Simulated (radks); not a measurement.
Results of a calculation; reference values are marked as such.
The selenium ion Se+ inside a hard spherical wall (all orbitals vanish at R), configuration held at [Ar] 3d10 4s2 4p3 and not refilled when levels cross. Code: a radial shooting solver on a logarithmic mesh with Libxc functionals. Model: non-relativistic Kohn-Sham, LDA (Slater exchange, VWN5 correlation), spin-polarised, spherical densities, point nucleus; open shells are filled with parallel spins first. Eigenvalues in eV for spin up, with the zero of energy where the potential of the charges vanishes at infinity; a dash marks a level that is unbound or too diffuse for the functional's potential to be trusted. A positive occupied level is held by the wall or, in an anion where self-interaction has pushed it up, behind a barrier. The pressure on the wall is -dE/dV.

R (bohr)	E (hartree)	kinetic (hartree)	e(3p)	e(3d)	e(4s)	e(4p)	e(5s, empty)	e(4d, empty)	pressure (GPa)
free	-2397.77013	2395.631	-161.50	-65.143	-27.323	-16.452	-5.350	-3.940	0
20	-2397.77013	2395.631	-161.50	-65.143	-27.323	-16.452	-5.350	-3.940	< 0.0001
8	-2397.77005	2395.632	-161.49	-65.137	-27.319	-16.448	-4.884	-3.711	0.00533
3.5	-2397.38844	2397.725	-155.74	-59.474	-22.751	-10.696	26.488	8.804	136
3	-2396.79234	2400.226	-150.92	-54.754	-17.813	-4.494	51.149	18.554	485
2	-2390.23870	2422.185	-125.66	-29.600	24.428	44.514	209.82	81.159	10000
1.5	-2371.57777	2478.296	-85.327	13.360	127.95	154.29	501.88	196.52	75600
